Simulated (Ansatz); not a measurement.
Reactions of `COC(=O)c1ccc(Cl)cc1`.

Program: Ansatz. Geometries: PBE0-D4/def2-TZVP. ΔE: electronic, gas phase. CBS: MP2 limit from def2 TZ/QZ plus the TZ coupled-cluster correction, frozen cores. This one scheme is used for every species, atoms too. Functionals use def2-TZVPP. No spin–orbit coupling; open shells (•) take unrestricted orbitals. Spin–orbit coupling would lower the free atoms: a little for C, Cl, O. One conformer a species, not always the lowest.

```tsv
reaction	B2PLYP (kJ/mol)	PBE-D4 (kJ/mol)	CCSD(T)/def2-SVP (kJ/mol)	HF/CBS(def2) (kJ/mol)	CCSD(T)/CBS(def2) (kJ/mol)
`COC(=O)c1ccc(Cl)cc1` + H₂ → `Clc1ccccc1` + `COC=O`	-27	-15	-14	-46	-20
`COC(=O)c1ccc(Cl)cc1` + CH₃OH → `COC(=O)OC` + `Clc1ccccc1`	-17	-11	-19	-34	-12
`COC(=O)c1ccc(Cl)cc1` → 8 C• + Cl• + 7 H• + 2 O•	8383	8823	8106	6060	8426
`COC(=O)c1ccc(Cl)cc1` + H₂O → `COC(=O)O` + `Clc1ccccc1`	-5	-1	-12	-27	5
```

Largest T1 diagnostic: 0.015, for `COC=O`.
